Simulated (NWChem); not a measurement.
Si2NH7S; SMILES N[SiH2]S[SiH3]

```xyz
11

Si    -0.3554    -2.1226     0.0011
S      0.9581    -0.4110    -0.0010
Si    -0.5563     1.1703    -0.0015
N      0.1311     2.7629     0.0032
H     -1.2363    -2.1469    -1.2199
H     -1.2429    -2.1382     1.2174
H      0.5263    -3.3370     0.0075
H     -1.3946     1.0285    -1.2401
H     -1.4007     1.0205     1.2320
H      0.6371     3.0670     0.8398
H      0.6279     3.0746    -0.8360
```
Atoms are numbered in this order, from 1.

Results from NWChem. Pople sets run with spherical d functions. Coordinates come from a PBE-D3(BJ)/def2-SVP optimisation. Vertical excitations in the gas phase; the lowest state need not have the same character in each row.

```
level                     lowest excitation, singlet (eV)  oscillator strength of that lowest state  lowest state with f > 0.02, singlet (eV)  lowest triplet (eV)  orbital gap (eV)
------------------------  -------------------------------  ----------------------------------------  ----------------------------------------  -------------------  ----------------
PBE/6-31G*, full TDDFT                               5.38                                     0.001                                      5.79                 5.12              5.32
B3LYP/6-31G*, full TDDFT                             5.85                                     0.007                                      6.37                 5.46              6.94
PBE0/6-31G*, full TDDFT                               ___                                     0.009                                       ___                  ___               ___
```

Problem. Fill in the missing entries.

Solution. 
- PBE0/6-31G*, full TDDFT, lowest excitation, singlet (eV): 5.99
- PBE0/6-31G*, full TDDFT, lowest state with f > 0.02, singlet (eV): 6.51
- PBE0/6-31G*, full TDDFT, lowest triplet (eV): 5.56
- PBE0/6-31G*, full TDDFT, orbital gap (eV): 7.40
